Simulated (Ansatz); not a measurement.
hydrogen cyanide (CHN), singlet, at a GFN2-xTB geometry; CAM-B3LYP/aug-cc-pVDZ run with Ansatz (an electronic-structure program).

Ansatz was given this input:
Ansatz 0.2 input:
```yaml
crystal:
  periodic: [false, false, false]
  atoms:
    - {symbol: C, position_ang: [-0.00000000, -0.00000000, -0.49321914]}
    - {symbol: N, position_ang: [0.00000000, 0.00000000, 0.64442884]}
    - {symbol: H, position_ang: [-0.00000000, -0.00000000, -1.55168705]}
basis:
  gaussian:
    orbitals: aug-cc-pVDZ
hamiltonian:
  xc: cam_b3lyp
```

It wrote (shortened):

```
Functional definition: CAM-B3LYP
518 factors; their error is unknown
258 factors; integrals over basis functions are off by at most 8.7e-6 eV
mean field evaluation 1: about -2538.1596 eV, gradient 3.8e1 eV
mean field evaluation 2: about -2535.4451 eV, gradient 5.2e1 eV
mean field evaluation 4: about -2541.2137 eV, gradient 1.1e0 eV
mean field evaluation 8: about -2541.2161 eV, gradient 1.0e-1 eV
mean field -2541.21611101 eV, -93.3879695815 hartree, gradient 8.6e-5 eV, S^2 0.000000; 0 other end points of the search recorded, 0 dependent functions left out
reference -2541.21622159 eV, -93.3879736450 hartree; 7, 7 occupied and 48, 48 virtual orbitals, 518 factors
Total energy: -2541.21622159 eV, -93.3879736450 hartree
```
